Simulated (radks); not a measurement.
Species: Kr3+. Configuration: [Ar] 3d10 4s2 4p3.

Method: scalar-relativistic Kohn-Sham, MS2 meta-GGA, spin-unpolarised, spherical densities, finite nucleus; meta-GGA in the generalised Kohn-Sham scheme; Fermi nuclear charge, rms radius 4.1884 fm; computed with a radial shooting solver on a logarithmic mesh with Libxc functionals.

Energy parts (Ry):
part                        energy
total                  -5574.90543
kinetic                 5702.81493
electron-nucleus      -13350.28524
Hartree                 2263.00759
exchange-correlation    -190.44271

Orbitals (lengths in bohr, moments of r in powers of bohr):
| orbital | occ. | eigenvalue (Ry) | <r^2> |
|---|---|---|---|
| 1s | 2 | -1045.287 | 0.002316 |
| 2s | 2 | -140.7210 | 0.03955 |
| 2p | 6 | -124.4708 | 0.03135 |
| 3s | 2 | -22.73972 | 0.3202 |
| 3p | 6 | -17.51090 | 0.3396 |
| 3d | 10 | -8.97310 | 0.3767 |
| 4s | 2 | -4.38295 | 2.445 |
| 4p | 3 | -3.19618 | 3.137 |

The highest occupied level is 4p at -43.486 eV. For comparison, the ionisation energy in NIST's Atomic Spectra Database is 50.9 eV (measured). In exact Kohn-Sham theory the highest level is minus the ionisation energy, but local and semilocal functionals leave it too shallow, through self-interaction and a potential that decays too fast; potentials with the right tail come closer. The electron density at the nucleus is 5.015e+04 e/bohr^3 (large components only). Summed over all electrons, <r^2> = 21.02 bohr^2, which gives a Langevin (diamagnetic) susceptibility term of -16.6 x 10^-6 cm^3/mol.

Beside tabulated values, note that spin-unpolarised runs miss the spin-polarisation part of the exchange energy of open shells.
